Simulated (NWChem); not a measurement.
# C2H6O2Si; SMILES [SiH2](C)C(=O)O

```xyz
11

C      0.6268     2.1069     0.2210
Si    -0.6796     0.8053    -0.1383
C      0.1655    -0.9261    -0.0190
O      1.3596    -1.1095    -0.1417
O     -0.7030    -1.9505     0.1872
H      0.2387     3.1171     0.0506
H      0.9681     2.0437     1.2599
H      1.4964     1.9555    -0.4269
H     -1.2044     0.9145    -1.5262
H     -1.8232     0.8612     0.8091
H     -0.1674    -2.7716     0.1944
```
Atoms are numbered in this order, from 1.

Results from NWChem. Pople sets run with spherical d functions. Coordinates come from a B3LYP/6-31G* (spherical d) optimisation. Level SCAN/6-31G*: energy and gradient on several grids; changes count from the extra-fine grid, which is no exact limit either.

```json
[
 {"grid": "xcoarse", "size of the energy change (μHa)": "5000", "largest change of a gradient component (μHa/bohr)": "9000", "time, medium = 1 (rough)": "about 1"},
 {"grid": "coarse", "size of the energy change (μHa)": "6000", "largest change of a gradient component (μHa/bohr)": "2000", "time, medium = 1 (rough)": "about 1"},
 {"grid": "medium", "size of the energy change (μHa)": "7000", "largest change of a gradient component (μHa/bohr)": "1000", "time, medium = 1 (rough)": "about 1"},
 {"grid": "fine", "size of the energy change (μHa)": "2000", "largest change of a gradient component (μHa/bohr)": "500", "time, medium = 1 (rough)": "2"},
 {"grid": "xfine", "size of the energy change (μHa)": "< 10", "largest change of a gradient component (μHa/bohr)": "< 30", "time, medium = 1 (rough)": "3"}
]
```
